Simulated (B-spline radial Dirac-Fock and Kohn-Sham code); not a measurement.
## X-ray emission lines of Cd²⁸⁺

System: Cd²⁸⁺ in the configuration [Ar] 3d2.

Level of theory: Dirac-Fock ΔSCF + Breit + QED; a radial finite-basis atomic code. A line energy is the difference of two single-hole energies; the list is a selection of electric-dipole transitions between resolved j subshells. Correlation and solid-state effects are left out.

```
 line  energy (eV)  wavelength (Å)
 K-M3      26334.1         0.47081
 K-M2      26291.4         0.47158
 K-L3      23199.5         0.53443
 K-L2      23006.9         0.53890
L1-M3       3614.6          3.4301
L1-M2       3571.9          3.4711
L2-M1       3169.5          3.9119
L3-M1       2976.9          4.1649
```

Values without a named source are computed, but for edge energies of neutral atoms, which are taken from tables.
